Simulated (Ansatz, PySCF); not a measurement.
Torsion H4–S1–Si2–I3 in HISSi (SMILES S[Si]I); at each angle all else is relaxed with GFN2-xTB, and the levels are single points there.
Geometry at 180° (charge 0, multiplicity 1):
```xyz
4

S     -1.30503     0.44724     0.49930
Si     0.62329     0.94058    -0.37328
I      1.13010     2.97690     0.96003
H     -1.50677    -0.63034    -0.25027
```

On the grid 0° to 330°, 270° is the highest and 180° the lowest point at CCSD(T)/CBS(def2-TZVPP, def2-QZVPP).

Frozen-core correlation. Filled d and f shells under p-block atoms count as core. CBS: X⁻³ extrapolation of the correlation energy, Hartree–Fock from the larger set. Rows in 3-21G carry no dispersion term and start afresh at each structure; the Pople sets are all-electron and without relativity.

The values were computed with Ansatz (a quantum-chemistry and plane-wave program); PySCF for 3-21G rows, the dispersion terms.  In def2 rows elements past Kr take small-core potentials, without spin–orbit coupling.

```tsv
level	energy at 270° less that at 180° (kcal/mol)
HF/def2-TZVPP	12.29
PBE/def2-TZVPP	12.20
PBE-D3(BJ)/def2-TZVPP	12.19
r2SCAN/def2-TZVPP	12.94
r2SCAN-D4/def2-TZVPP	12.94
B3LYP/3-21G	11.56
B3LYP-D3(BJ)/def2-TZVPP	12.08
SCS-MP2/def2-TZVPP	…
CCSD(T)/CBS(def2-TZVPP, def2-QZVPP)	12.12
```

Problem. Complete the blanks.

Solution. 
- SCS-MP2/def2-TZVPP, energy at 270° less that at 180° (kcal/mol): 12.62
